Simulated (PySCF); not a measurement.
BiF3, charge +1, multiplicity 2. Atoms are numbered in the order given.

```xyz
4

Bi     0.0000     0.0000     0.1950
F      1.6102     0.9297    -0.5994
F      0.0000    -1.8593    -0.5994
F     -1.6102     0.9297    -0.5994
```
Charge +1, spin multiplicity 2.

Coordinates come from a B3LYP-D3(BJ)/def2-SVP optimisation. The multiplicity is an assumed one; other spin states were not compared. The isomer is the one that the SMILES or the coordinates give; other isomers of the formula were not compared. The def2 effective core potentials stand for the cores of Bi; spin–orbit coupling is left out.

The numbers are results of B3LYP-D3(BJ)/def2-SVP in PySCF, not measurements.

Frequencies are harmonic and unscaled.

Modes within 1.5 cm⁻¹ of each other (mostly degenerate sets) share a row, with their intensities summed.

Computed vibrational spectrum:
| mode | ν (cm⁻¹) | IR (km/mol) | moving atoms (share of kinetic energy) |
|---|---|---|---|
| 1–2 | 114 | 19.0 | F 95 % |
| 3 | 117 | 12.4 | F 83 %, Bi 17 % |
| 4–5 | 512 | 0.0 | F 89 %, Bi 11 % |
| 6 | 554 | 4.0 | F 96 % |
